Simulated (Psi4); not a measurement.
vinyl chloride (C2H3Cl), singlet, at a GFN2-xTB geometry; CCSD(T)/STO-3G in Psi4 1.11.

The Psi4 input:
```
memory 2 GB

molecule {
0 1
  C    -0.00166171    0.75402237   -0.00088725
  C     1.28837330    1.02145870   -0.01345388
  Cl   -0.62447944   -0.84989830    0.00694605
  H    -0.77301421    1.50855401    0.00553160
  H     2.03491225    0.24685501   -0.01961314
  H     1.63398290    2.03997571   -0.01795455
}

set basis sto-3g
set freeze_core true

energy('ccsd(t)')
print_variables()
```

Q: Write the output that Psi4 gives for this input, abridged.

A: 
```
   => Loading Basis Set <=

    Name: STO-3G
    Role: ORBITAL
    Keyword: BASIS

         ---------------------------------------------------------
                                   SCF
               by Justin Turney, Rob Parrish, Andy Simmonett
                          and Daniel G. A. Smith
                              RHF Reference
         ---------------------------------------------------------

  ==> Geometry <==

    Molecular point group: c1
    Full point group: C1

    Geometry (in Angstrom), charge = 0, multiplicity = 1:

       Center              X                  Y                   Z               Mass
    ------------   -----------------  -----------------  -----------------  -----------------
         C            0.054446025961     0.828049463900    -0.001508537619    12.000000000000
         C            1.344481035961     1.095485793900    -0.014075167619    12.000000000000
         CL          -0.568371704039    -0.775871206100     0.006324762381    34.968852682000
         H           -0.716906474039     1.582581103900     0.004910312381     1.007825032230
         H            2.091019985961     0.320882103900    -0.020234427619     1.007825032230
         H            1.690090635961     2.114002803900    -0.018575837619     1.007825032230

  Running in c1 symmetry.

  Rotational constants: A =      1.93486  B =      0.20327  C =      0.18395 [cm^-1]
  Rotational constants: A =  58005.54223  B =   6094.01587  C =   5514.65104 [MHz]
  Nuclear repulsion =   89.443857362458019

  Charge       = 0
  Multiplicity = 1
  Electrons    = 32
  Nalpha       = 16
  Nbeta        = 16

  ==> Algorithm <==

  SCF Algorithm Type is PK.
  DIIS enabled.
  MOM disabled.
  Fractional occupation disabled.
  Guess Type is SAD.
  Energy threshold   = 1.00e-08
  Density threshold  = 1.00e-08
  Integral threshold = 1.00e-12

  ==> Primary Basis <==

  Basis Set: STO-3G
    Blend: STO-3G
    Number of shells: 14
    Number of basis functions: 22
    Number of Cartesian functions: 22
    Spherical Harmonics?: true
    Max angular momentum: 1

  ==> Integral Setup <==

  Using in-core PK algorithm.
   Calculation information:
      Number of atoms:                   6
      Number of AO shells:              14
      Number of primitives:             42
      Number of atomic orbitals:        22
      Number of basis functions:        22

      Integral cutoff                 1.00e-12
      Number of threads:                 1

  Performing in-core PK
  Using 64262 doubles for integral storage.
  We computed 5142 shell quartets total.
  Whereas there are 5565 unique shell quartets.

  ==> DiskJK: Disk-Based J/K Matrices <==

    J tasked:                  Yes
    K tasked:                  Yes
    wK tasked:                  No
    Schwarz Cutoff:          1E-12

  Minimum eigenvalue in the overlap matrix is 1.8476259081E-01.
  Reciprocal condition number of the overlap matrix is 8.2135347040E-02.
    Using symmetric orthogonalization.

  ==> Pre-Iterations <==

  SCF Guess: Superposition of Atomic Densities via on-the-fly atomic UHF (no occupation information).

   -------------------------
    Irrep   Nso     Nmo
   -------------------------
     A         22      22
   -------------------------
    Total      22      22
   -------------------------

  ==> Iterations <==

                        Total Energy        Delta E     RMS |[F,P]|

   @RHF iter SAD:  -529.36956072471332   -5.29370e+02   0.00000e+00
   @RHF iter   1:  -531.04066829668727   -1.67111e+00   9.56865e-03 ADIIS/DIIS
   @RHF iter   2:  -531.07137896159134   -3.07107e-02   4.13238e-03 ADIIS/DIIS
   @RHF iter   3:  -531.07602817286966   -4.64921e-03   6.86196e-04 ADIIS/DIIS
   @RHF iter   4:  -531.07626367781700   -2.35505e-04   1.97048e-04 ADIIS/DIIS
   @RHF iter   5:  -531.07628483902852   -2.11612e-05   3.33811e-05 DIIS
   @RHF iter   6:  -531.07628563103799   -7.92009e-07   6.17348e-06 DIIS
   @RHF iter   7:  -531.07628565309949   -2.20615e-08   1.61626e-06 DIIS
   @RHF iter   8:  -531.07628565467076   -1.57127e-09   2.35621e-07 DIIS
   @RHF iter   9:  -531.07628565470736   -3.66072e-11   1.51664e-08 DIIS
   @RHF iter  10:  -531.07628565470725    1.13687e-13   1.50535e-09 DIIS
  Energy and wave function converged.

  ==> Post-Iterations <==

    Orbital Energies [Eh]
    ---------------------

    Doubly Occupied:

[...]
      16A     -0.327329

    Virtual:

[...]
    Final Occupation by Irrep:
              A
    DOCC [    16 ]
    NA   [    16 ]
    NB   [    16 ]

  @RHF Final Energy:  -531.07628565470725

   => Energetics <=

    Nuclear Repulsion Energy =             89.4438573624580187
    One-Electron Energy =                -910.1704132768271620
    Two-Electron Energy =                 289.6502702596618519
    Total Energy =                       -531.0762856547072488

Computation Completed

Properties will be evaluated at   0.000000,   0.000000,   0.000000 [a0]

Properties computed using the SCF density matrix

 Multipole Moments:

 ------------------------------------------------------------------------------------
     Multipole            Electronic (a.u.)      Nuclear  (a.u.)        Total (a.u.)
 ------------------------------------------------------------------------------------

 L = 1.  Multiply by 2.5417464519 to convert [e a0] to [Debye]
 Dipole X            :         -3.0333158            3.3929041            0.3595884
 Dipole Y            :         -3.7532933            4.4765100            0.7232167
 Dipole Z            :          0.0332904           -0.0375701           -0.0042797
 Magnitude           :                                                    0.8076908

 ------------------------------------------------------------------------------------

 MINTS: Wrapper to libmints.
   by Justin Turney

   Calculation information:
      Number of threads:                 1
      Number of atoms:                   6
      Number of AO shells:              14
[...]

	Size of irrep 0 of tijab amplitudes:       0.003 (MW) /      0.023 (MB)
	Total:                                     0.003 (MW) /      0.023 (MB)

	Nuclear Rep. energy          =     89.44385736245802
	SCF energy                   =   -531.07628565470725
	One-electron energy          =   -110.81676325150525
	Two-electron energy          =     49.73628331552855
	Reference energy             =   -531.07628565470725

            **************************
            *                        *
            *        CCENERGY        *
            *                        *
            **************************

    Nuclear Rep. energy (wfn)     =   89.443857362458019
    SCF energy          (wfn)     = -531.076285654707249
    Reference energy    (file100) = -531.076285654707249

    Input parameters:
    -----------------
    Wave function   =     CCSD_T
    Reference wfn   =     RHF
    Brueckner       =     No
    Maxiter         =     50
    R_Convergence   =     1.0e-07
    E_Convergence   =     1.0e-06
    Restart         =     Yes
    DIIS            =     Yes
    AO Basis        =     NONE
    ABCD            =     NEW
    Cache Level     =     2
    Cache Type      =     LOW
    Print Level     =     1
    Num. of threads =     1
    # Amps to Print =     10
    Print MP2 Amps? =     No
    Analyze T2 Amps =     No
    Print Pair Ener =     No
    Local CC        =     No
    SCS-MP2         =     False
    SCSN-MP2        =     False
    SCS-CCSD        =     False

MP2 correlation energy -0.1266816398312653
                Solving CC Amplitude Equations
                ------------------------------
  Iter             Energy              RMS        T1Diag      D1Diag    New D1Diag    D2Diag
  ----     ---------------------    ---------   ----------  ----------  ----------   --------
     0        -0.126681639831265    0.000e+00    0.000000    0.000000    0.000000    0.152806
     1        -0.148212250118996    6.295e-02    0.003412    0.011648    0.011648    0.192082
     2        -0.160911045251374    2.804e-02    0.004576    0.015976    0.015976    0.224505
     3        -0.162201528848814    7.109e-03    0.004775    0.016730    0.016730    0.232681
     4        -0.162446542657855    2.622e-03    0.004673    0.016652    0.016652    0.236075
     5        -0.162427796313399    4.783e-04    0.004645    0.016609    0.016609    0.236340
     6        -0.162421805490360    1.135e-04    0.004637    0.016608    0.016608    0.236333
     7        -0.162424168823083    4.159e-05    0.004634    0.016608    0.016608    0.236337
     8        -0.162424737213591    1.010e-05    0.004634    0.016610    0.016610    0.236336
     9        -0.162424651520172    2.973e-06    0.004634    0.016611    0.016611    0.236334
    10        -0.162424646142971    9.420e-07    0.004634    0.016611    0.016611    0.236334
    11        -0.162424660140067    2.051e-07    0.004634    0.016611    0.016611    0.236334
    12        -0.162424670159240    6.348e-08    0.004634    0.016611    0.016611    0.236334

    Iterations converged.

    Largest TIA Amplitudes:
              5   1         0.0106571273
              8   0        -0.0091195914
              4   1         0.0085979344
              3   1         0.0080689497
              2   1         0.0029717919
              4   4        -0.0029613342
              7   5        -0.0022036399
              0   1        -0.0020368042
              1   1         0.0020040824
              7   2         0.0019486596

    Largest TIjAb Amplitudes:
      8   8   0   0        -0.1587564092
      6   8   0   0        -0.0905149279
      8   6   0   0        -0.0905149279
      6   6   0   0        -0.0596209702
      5   5   1   1        -0.0595334149
      2   2   2   2        -0.0305442889
      4   8   5   0         0.0276185394
      8   4   0   5         0.0276185394
      4   5   1   1        -0.0275579028
      5   4   1   1        -0.0275579028

    SCF energy       (wfn)                    = -531.076285654707249
    Reference energy (file100)                = -531.076285654707249

    Opposite-spin MP2 correlation energy      =   -0.108325967331994
    Same-spin MP2 correlation energy          =   -0.018355672499271
    Singles MP2 correlation energy            =   -0.000000000000000
    MP2 correlation energy                    =   -0.126681639831265
      * MP2 total energy                      = -531.202967294538553

    Opposite-spin CCSD correlation energy     =   -0.149371686260346
    Same-spin CCSD correlation energy         =   -0.013052983898894
    Singles CCSD correlation energy           =    0.000000000000000
    CCSD correlation energy                   =   -0.162424670159240
      * CCSD total energy                     = -531.238710324866474

            **************************
            *                        *
            *        CCTRIPLES       *
            *                        *
            **************************

    Wave function   =    CCSD_T
    Reference wfn   =      RHF

    Nuclear Rep. energy (wfn)                =   89.443857362458019
    SCF energy          (wfn)                = -531.076285654707249
    Reference energy    (file100)            = -531.076285654707249
    CCSD energy         (file100)            =   -0.162424670159240
    Total CCSD energy   (file100)            = -531.238710324866474

    Number of ijk index combinations:              165
    Approx. words needed per explicit thread:             864
    Number of threads for explicit ijk threading:    1

    MKL num_threads set to 1 for explicit threading.

    (T) energy                                =   -0.001271612915691
      * CCSD(T) total energy                  = -531.239981937782204

  Variable Map:
  ----------------------------------------------------------------------------
[...]
  Array Variable Map:
  ----------------------------------------------------------------------------
[...]
[...]
```
